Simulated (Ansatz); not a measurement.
Ansatz (a program for electronic structure) input (BHLYP/def2-TZVPD):

Ansatz 0.2 input:
```yaml
crystal:
  periodic: [false, false, false]
  atoms:
    - {symbol: B, position_ang: [-0.96835656, 0.06020399, -0.08290159]}
    - {symbol: N, position_ang: [0.62979045, -0.10333295, -0.00929991]}
    - {symbol: H, position_ang: [-1.26015208, 1.19350843, -0.42878227]}
    - {symbol: H, position_ang: [-1.46944059, -0.21032217, 0.99639791]}
    - {symbol: H, position_ang: [0.81895399, -1.07746645, 0.19117144]}
    - {symbol: H, position_ang: [1.35798315, 0.47421006, 0.66652686]}
    - {symbol: H, position_ang: [0.98590517, 0.04238085, -0.94570660]}
basis:
  gaussian:
    orbitals: def2-TZVPD
hamiltonian:
  xc: {name: BHLYP}
total_charge: -1
output: {forces: true}
```

End of the output:

```
integrals: 0.02 GiB planned
655 factors; their error is unknown
mean field: 0.32 GiB planned
mean field evaluation 1: about -2240.9272 eV, gradient 2.7e1 eV
mean field evaluation 2: about -2236.1510 eV, gradient 4.2e1 eV
mean field evaluation 4: about -2244.3768 eV, gradient 2.0e0 eV
mean field evaluation 8: about -2244.3962 eV, gradient 8.1e-2 eV
mean field evaluation 16: about -2244.3950 eV, gradient 1.3e-4 eV
mean field -2244.39496026 eV, -82.4799934841 hartree, gradient 2.4e-5 eV, S^2 0.000000; 0 other end points of the search recorded, 0 dependent functions left out
the calculation of the forces begins
reference -2244.39509288 eV, -82.4799983576 hartree; 9, 9 occupied and 110, 110 virtual orbitals, 655 factors
Total energy: -2244.39509288 eV, -82.4799983576 hartree
Atom 0 at    -0.968357     0.060204    -0.082902 Å, force     0.306161     0.661826     0.696872 eV/Å
Atom 1 at     0.629790    -0.103333    -0.009300 Å, force     0.696477    -0.042312     0.060600 eV/Å
Atom 2 at    -1.260152     1.193508    -0.428782 Å, force     0.037377    -0.430537    -0.015042 eV/Å
Atom 3 at    -1.469441    -0.210322     0.996398 Å, force     0.096882    -0.031395    -0.420254 eV/Å
Atom 4 at     0.818954    -1.077466     0.191171 Å, force    -0.030707     0.380157    -0.062764 eV/Å
Atom 5 at     1.357983     0.474210     0.666527 Å, force    -1.011678    -0.489913    -0.631140 eV/Å
Atom 6 at     0.985905     0.042381    -0.945707 Å, force    -0.094512    -0.047826     0.371728 eV/Å
Dipole moment:     0.841887     0.277038     0.396520 e Å
```

It need not be the lowest isomer of its formula. Whether it binds its extra electron was not tested at this geometry.
